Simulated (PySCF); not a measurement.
CCuO, SMILES O=[C+][Cu], charge +1, multiplicity 1. Atoms are numbered in the order given.

```xyz
3

Cu     0.0000     0.0000     0.8342
C      0.0000     0.0000    -1.0915
O      0.0000     0.0000    -2.2052
```
Charge +1, spin multiplicity 1.

Geometry: ωB97X-D3(BJ)/def2-TZVP. The multiplicity is an assumed one; other spin states were not compared.

Method: PBE/def2-TZVPD (PySCF).

ESP charges are fitted to the potential on shells at 1.4 to 2.0 van der Waals radii. Atomic charges (e):

```tsv
atom	meta-Löwdin	ESP fit
Cu1	0.80	[?]
C2	0.18	[?]
O3	0.02	[?]
```

Q: Some entries are withheld; supply them. (The exact figures need the calculation; the answer reports its results.)

A: 
- Cu1, ESP fit: 0.94
- C2, ESP fit: -0.19
- O3, ESP fit: 0.25
